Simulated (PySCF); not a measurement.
Compound: CHClF4Si.
Numbering: `[F:1][C@H:2]([Cl:3])[Si:4]([F:5])([F:6])[F:7]` (hydrogens: H8 on C2)

Method: PBE0-D3(BJ)/def2-SVP geometry optimisation, gas phase (PySCF 2.14.0); density fitting, grid level 1; the optimiser is geomeTRIC in internal coordinates, started from a GFN2-xTB structure with every atom displaced at random (about 0.01 Å).

The end geometry, which sets the zero of energy:
```
atom  x, y, z in Å
F1     -0.5713    1.2334   -0.5821
C2     -0.7519    0.2317    0.3141
Cl3     0.4206   -1.0803    0.0316
Si4    -2.4816   -0.4887    0.1431
F5     -2.6982   -1.6395    1.2276
F6     -2.7223   -1.0853   -1.3150
F7     -3.5704    0.6506    0.4076
H8     -0.5516    0.6170    1.3273
```

**Question.** These geometries come from the run, each turned onto the end geometry. Order them by energy, lowest first.
A.
```
atom  x, y, z in Å
F1     -0.5038    1.2666   -0.4982
C2     -0.7521    0.2291    0.3261
Cl3     0.4451   -1.0428   -0.0592
Si4    -2.4713   -0.4761    0.1406
F5     -2.7490   -1.5878    1.2366
F6     -2.7695   -1.1526   -1.2611
F7     -3.6215    0.6060    0.3321
H8     -0.5045    0.5967    1.3375
```
B.
```
atom  x, y, z in Å
F1     -0.5683    1.2516   -0.5585
C2     -0.7498    0.2252    0.3096
Cl3     0.4426   -1.0617    0.0142
Si4    -2.4804   -0.4911    0.1330
F5     -2.6964   -1.6232    1.2373
F6     -2.7511   -1.1183   -1.3065
F7     -3.5502    0.6679    0.3890
H8     -0.5728    0.5886    1.3361
```
C.
```
atom  x, y, z in Å
F1     -0.5632    1.2571   -0.5505
C2     -0.7486    0.2211    0.3059
Cl3     0.4555   -1.0526    0.0161
Si4    -2.4858   -0.4958    0.1287
F5     -2.6943   -1.6255    1.2361
F6     -2.7687   -1.1284   -1.3030
F7     -3.5382    0.6790    0.3863
H8     -0.5833    0.5841    1.3346
```

**Answer.** B (0.004 eV), C (0.008 eV), A (0.104 eV).

In the order of the answer:

```
step  E above end (eV)  largest force (eV/Å)  rms force component (eV/Å)  rms distance from end (Å)  rms bond change (Å)  bond most changed (Å)
   3             0.004                  0.05                       0.019                      0.029                0.001          C2–Cl3 -0.003
   2             0.008                  0.23                       0.065                      0.041                0.003          C2–Si4 +0.006
   0             0.104                  1.10                       0.404                      0.080                0.009          C2–Si4 -0.014
```

The cost below is that of the whole optimisation. On Arm Neoverse V1, one thread, no GPU, shared host, this took 61 s of wall time and 0.45 GiB of memory at its peak.
